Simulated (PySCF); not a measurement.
sulfuric acid cation (H2O4S), SMILES OS(=O)(O)=O (connectivity only; charge and spin as stated), charge +1, multiplicity 2. Atoms are numbered in the order given.

```xyz
7

O      0.0000    -1.1486    -0.9673
S      0.0000     0.0000     0.0533
O      1.1438     0.0000     0.9854
O     -1.1438     0.0000     0.9854
O      0.0000     1.1486    -0.9673
H      0.0000    -2.0492    -0.5708
H      0.0000     2.0492    -0.5708
```
Charge +1, spin multiplicity 2.

The structure is a stationary point at ωB97X-D3(BJ)/def2-SVP. The spin state was assumed, not searched. One conformer was computed; it need not be the lowest.

Method: B3LYP/def2-TZVP (PySCF).

ESP charges are fitted to the potential on shells at 1.4 to 2.0 van der Waals radii. Atomic charges (e):

| atom | meta-Löwdin | Mulliken | ESP fit | Löwdin | Mulliken spin |
|---|---|---|---|---|---|
| O1 | -0.57 | -0.27 | -0.27 | -0.01 | 0.02 |
| S2 | 2.21 | 0.95 | 0.84 | 0.55 | -0.10 |
| O3 | -0.47 | -0.13 | -0.13 | -0.01 | 0.53 |
| O4 | -0.47 | -0.13 | -0.13 | -0.01 | 0.53 |
| O5 | -0.57 | -0.27 | -0.27 | -0.01 | 0.02 |
| H6 | 0.43 | 0.42 | 0.48 | 0.25 | 0.00 |
| H7 | 0.43 | 0.42 | 0.48 | 0.25 | 0.00 |

### Question
Give the Mayer and Wiberg (Löwdin basis) orders of the bonds. (An estimate is asked for; the answer gives what the named calculation found.)

### Answer

```
bond   Mayer  Wiberg
-----  -----  ------
O1–S2   1.33    1.72
S2–O3   1.65    2.14
S2–O4   1.65    2.14
S2–O5   1.33    1.72
O1–H6   0.79    0.96
O5–H7   0.79    0.96
```
